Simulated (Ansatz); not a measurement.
Ideal-gas functions of `[Cl][Hf]([Cl])([Cl])[TeH]` at 400 K and 1 bar, from an Ansatz frequency run at PBE0-D4/def2-TZVP.

Molar mass 413.46 g/mol, point group Cs (symmetry number 1), electronic degeneracy 1, moments of inertia 518.456, 1104.371, 1117.019 u Å². Harmonic wavenumbers (cm⁻¹, unscaled): 64, 67, 84, 88, 99, 126, 189, 343, 383, 390, 398, 2123.

Use S(trans) = R[1.5 ln M + 2.5 ln T − 1.1517]; rotational temperatures θ = 24.2544 K / I; S(rot) = R[ln(√π/σ · √(T³/θAθBθC)) + 1.5]; for each mode x = 1.438777 ν̃/T, S = R[x/(eˣ − 1) − ln(1 − e⁻ˣ)] and H = RT x/(eˣ − 1); 1 cm⁻¹ = 0.0119627 kJ/mol; R = 8.31446 J/(mol·K).

Problem. By hand: the entropy, in J/(mol·K).

Solution. Translation 190.1. Rotation: θ = 0.0468, 0.022, 0.0217 K, giving 136.5. Vibration, mode by mode: 20.54, 20.17, 18.30, 17.91, 16.94, 14.97, 11.68, 7.08, 6.28, 6.15, 6.01, 0.03, in all 146.1. Electronic 0.0. Sum 472.7 J/(mol·K).

Problem. By hand: H − E and G − E in kJ/mol, counted from the electronic energy.

Solution. Zero-point energy ½ × 4354 × 0.0119627 = 26.0; thermal vibration 25.6; translation, rotation and pV give 4 RT = 13.3. H − E = 64.9 kJ/mol, and G − E = 64.9 − 400 × 472.7/1000 = -124.2 kJ/mol.

Vibration gives 31 % of the entropy, 108.8 J/(mol·K) of it from the modes under 150 cm⁻¹: soft modes count most, and the harmonic formula is weakest for them.
